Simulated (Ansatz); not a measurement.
Basis sets compared for BPH₃F₃ (relaxed from a model of B(PH3)F3, whose bonding it doesn't keep). Total charge 0; singlet. Geometry PBE-D4/def2-SVP. Ansatz on 4 threads of Arm Neoverse V1 on a shared host; times are rough, and most runs start from earlier orbitals.

```xyz
8

B    -1.267    0.771   -0.661
P     0.889   -0.539    0.460
H     0.953   -0.796    1.870
H     2.225   -0.023    0.367
H     1.244   -1.875    0.073
F    -1.084    1.891    0.040
F    -2.160   -0.125   -0.242
F    -0.799    0.696   -1.907
```

In the singlet geometry the species has come apart into loosely held pieces.

Binding counts from free atoms (B doublet, P quartet, H doublet, F doublet) in the same basis, without a counterpoise term.

```json
{"level": "PBE-D4/def2-SVP", "functions": "89", "energy (Eh)": "-666.8613", "HOMO (eV)": "-7.22", "LUMO (eV)": "-0.29", "binding per atom (eV)": "4.00", "wall time": "0.75 s"}
{"level": "PBE0-D4/def2-SVP", "functions": "89", "energy (Eh)": "-666.8996", "HOMO (eV)": "-8.51", "LUMO (eV)": "0.63", "binding per atom (eV)": "3.88", "wall time": "0.9 s"}
```

Q: Estimate the rows for PBE-D4/def2-TZVP, PBE0-D4/def2-TZVP.

A: 
```csv
level,functions,energy (Eh),HOMO (eV),LUMO (eV),binding per atom (eV),wall time
PBE-D4/def2-TZVP,179,-667.3775,-7.35,-0.71,3.94,1.5 s
PBE0-D4/def2-TZVP,179,-667.4133,-8.58,0.23,3.84,1.6 s
```
